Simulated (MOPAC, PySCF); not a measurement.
Dissociation curve of SH (anion, charge -1), singlet.

- UHF/aug-cc-pVTZ (PySCF)
- RCCSD(T) = CCSD(T) on RHF/aug-cc-pVTZ, 5 core orbitals frozen run with PySCF
- RKS-PBE0 = restricted PBE0/aug-cc-pVTZ in PySCF
- PM6, restricted, heats of formation (MOPAC)

Energies are in kJ/mol, each relative to the lowest point of its own curve near equilibrium.

| R / Å | UHF | RCCSD(T) | RKS-PBE0 | PM6 |
|---|---|---|---|---|
| 1.02 | 243.6 | 249.7 | 250.0 | 211.1 |
| 1.07 | 155.6 | 161.5 | 161.7 | 141.6 |
| 1.15 | 64.8 | 69.8 | 69.8 | 64.1 |
| 1.22 | 21.9 | 25.6 | 25.5 | 24.0 |
| 1.27 | 6.3 | 8.7 | 8.6 | 8.0 |
| 1.32 | 0.1 | 1.1 | 1.0 | 0.8 |
| 1.35 | 0.0 | 0.0 | 0.0 | 0.0 |
| 1.39 | 3.3 | 1.9 | 2.0 | 2.6 |
| 1.43 | 9.8 | 6.8 | 7.2 | 8.8 |
| 1.50 | 27.0 | 21.1 | 22.1 | 26.7 |
| 1.58 | 52.9 | 43.2 | 45.3 | 55.4 |
| 1.68 | 90.5 | 75.5 | 79.7 | 99.5 |
| 1.80 | 138.6 | 116.4 | 123.9 | 158.7 |
| 2.00 | 197.0 | 181.4 | 196.6 | 260.5 |
| 2.23 | 230.8 | 243.4 | 270.4 | 368.8 |
| 2.45 | 247.3 | 287.7 | 328.6 | 457.1 |
| 2.68 | 256.6 | 318.6 | 377.1 | 531.8 |
| 2.96 | 262.5 | 336.0 | 421.8 | 599.9 |
| 3.27 | 265.7 | 328.3 | 456.9 | 651.7 |
| 3.65 | 267.6 | 272.3 | 485.3 | 692.3 |
| 4.07 | 268.6 | 130.5 | 504.2 | 719.6 |
| 4.76 | 269.3 | — | 519.3 | 744.9 |
| 5.33 | 269.5 | — | 524.0 | 757.3 |

At the longest distance, 5.33 Å, PM6 lies highest above its minimum (757.3 kJ/mol) and UHF lowest (269.5 kJ/mol).

The RCCSD(T) curve passes through a maximum at 2.96 Å and then falls by 205.5 kJ/mol up to the last usable point.

A dash means that the run gave no value there, or that the column was ended at a point which the program doubted or which failed a test of continuity chosen for this set; such a test can also cut sound points.

The unrestricted determinant behind UHF is spin-contaminated at 2.00 to 5.33 Å (<S²> up to 1.0, against 0.00 for a pure singlet). Where the anion isn't bound against loss of the electron, the finite basis alone holds it. The T1 diagnostic of CCSD on the restricted reference of RCCSD(T) exceeds 0.045 at 2.45 to 5.33 Å. At the longest distance RKS-PBE0 leaves fractional charges on the fragments, a sign of delocalisation error or of the restricted form. The restricted form behind RKS-PBE0, PM6 keeps the bonding electrons paired and can't separate into open-shell fragments.
